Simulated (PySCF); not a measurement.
## Basis and Hamiltonian dependence of the electron affinity of Tl

Tl⁻ [Xe] 4f14 5d10 6s2 6p2 (3P) → Tl [Xe] 4f14 5d10 6s2 6p1 (2P). All values are computed (PySCF 2.14, energy differences of UHF-based or UKS calculations, no spin-orbit coupling). Values in eV.

```csv
basis,Hamiltonian,functions,UHF,r2SCAN,PBE0,MP2 (valence),CCSD(T) (valence),CCSD(T) (valence and next inner shell)
aug-cc-pVDZ-PP with ECP60MDF,ECP,32,-0.001,0.479,0.419,0.216,0.271,n/a
aug-cc-pwCVDZ-PP with ECP60MDF,ECP,48,-0.003,0.482,0.418,0.214,0.270,0.248
aug-cc-pVTZ-PP with ECP60MDF,ECP,55,-0.009,0.476,0.414,0.243,0.307,n/a
def2-TZVPPD with the def2 core potential (60 electrons),ECP,56,-0.111,0.350,0.279,0.117,0.174,0.171
"aug-cc-pVTZ-PP with one added diffuse shell each of d, f type with ECP60MDF",ECP,67,-0.009,0.478,0.414,0.245,0.309,n/a
aug-cc-pVQZ-PP with ECP60MDF,ECP,92,-0.008,0.487,0.423,0.255,0.317,n/a
ANO-RCC-VTZP,spin-free X2C,93,-0.283,0.207,0.125,-0.079,-0.044,-0.016
aug-cc-pwCVTZ-PP with ECP60MDF,ECP,96,-0.011,0.476,0.412,0.240,0.305,n/a
"aug-cc-pVQZ-PP with one added diffuse shell each of s, p, d, f, g type with ECP60MDF",ECP,117,-0.008,n/a,0.433,0.257,n/a,n/a
aug-cc-pVQZ-DK3,spin-free X2C,118,-0.013,n/a,n/a,0.251,0.314,n/a
aug-cc-pwCVTZ-DK3,spin-free X2C,125,-0.015,0.474,0.412,0.238,0.303,n/a
"aug-cc-pwCVTZ-DK3 with one added diffuse shell each of s, d, f type",spin-free X2C,138,-0.015,0.475,0.412,0.239,n/a,n/a
aug-cc-pwCVQZ-PP with ECP60MDF,ECP,169,-0.010,n/a,n/a,n/a,n/a,n/a
```

**Question.** Estimate the row for aug-cc-pVTZ-DK3 (spin-free X2C, 84 functions).

**Answer.** From the rows with the same Hamiltonian and similar size; the calculation gives UHF -0.01; r2SCAN 0.48; PBE0 0.41; MP2 (valence) 0.24; CCSD(T) (valence) 0.30 (eV).

Extrapolation of CCSD(T) (valence) from aug-cc-pVTZ-PP with ECP60MDF and aug-cc-pVQZ-PP with ECP60MDF: the correlation parts are 0.316 and 0.326 eV; with the X⁻³ form and unrounded values, (4³ × 0.326 − 3³ × 0.316)/(4³ − 3³) = 0.333 eV, and adding the Hartree-Fock value -0.008 eV of the larger basis gives 0.324 eV.

Extrapolation of CCSD(T) (valence) from aug-cc-pVTZ-DK3 and aug-cc-pVQZ-DK3: the correlation parts are 0.316 and 0.327 eV; with the X⁻³ form and unrounded values, (4³ × 0.327 − 3³ × 0.316)/(4³ − 3³) = 0.334 eV, and adding the Hartree-Fock value -0.013 eV of the larger basis gives 0.321 eV.

Frozen in the all-electron rows: valence: [Xe] 4f14 5d10; valence and next inner shell: [Kr] 4d10 4f14; with a core potential, the same shells as far as they lie outside it.

Spin-orbit coupling is strong in these open shells (close to jj coupling), so the scalar numbers refer to model states.

In most of these bases the highest occupied level of the anion is positive at r2SCAN, PBE0, so the basis helps to hold the electron.

Between the lowest levels the reference is 0.320 eV (measured; photodetachment measurements, as compiled on the Wikipedia data page of electron affinities); it includes spin-orbit coupling, which these numbers lack.
